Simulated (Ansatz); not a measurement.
Relaxation of AlBH₄OSi (8 atoms, charge 0, multiplicity 1), to a largest force component of 0.02 eV/Å in at most 50 steps.

Computed with RKS B3LYP/def2-SVP in Ansatz 0.2.0.

```xyz
8
Properties=species:S:1:pos:R:3
B -0.353 0.643 -1.105
Al -0.405 1.264 0.847
O 0.530 -0.155 0.979
Si 0.113 -1.110 -0.346
H 0.328 1.114 -1.943
H -0.780 2.150 2.062
H 1.390 -1.775 -0.640
H -0.823 -2.131 0.145
```

Q: Where does it end, and by what steps?

A: It converged. After 8 steps the energy has fallen by 0.487 eV; H5 moved furthest, 0.64 Å.

| step | energy less start (eV) | largest force component (eV/Å) | accepted |
| --- | --- | --- | --- |
| 0 | 0.0000 | 1.011 | yes |
| 1 | -0.2352 | 0.677 | yes |
| 2 | -0.3172 | 0.631 | yes |
| 3 | -0.3662 | 0.899 | yes |
| 4 | -0.4520 | 0.636 | yes |
| 5 | -0.4833 | 0.103 | yes |
| 6 | -0.4821 | 0.253 | no |
| 7 | -0.4860 | 0.046 | yes |
| 8 | -0.4866 | 0.012 | yes |

```xyz
8
Properties=species:S:1:pos:R:3
B -0.148 0.673 -1.121
Al -0.262 1.266 0.955
O 0.105 -0.400 1.351
Si 0.234 -1.105 -0.194
H -0.234 1.069 -2.253
H -0.502 2.374 2.058
H 1.592 -1.695 -0.411
H -0.786 -2.183 -0.385
```

Whether the end is a true minimum wasn't checked by a vibrational analysis.

Run time: 22 s on 2 threads of Intel(R) Xeon(R) Platinum 8259CL CPU @ 2.50GHz (Skylake/Cascade Lake) (shared host), peak memory 0.18 GiB.
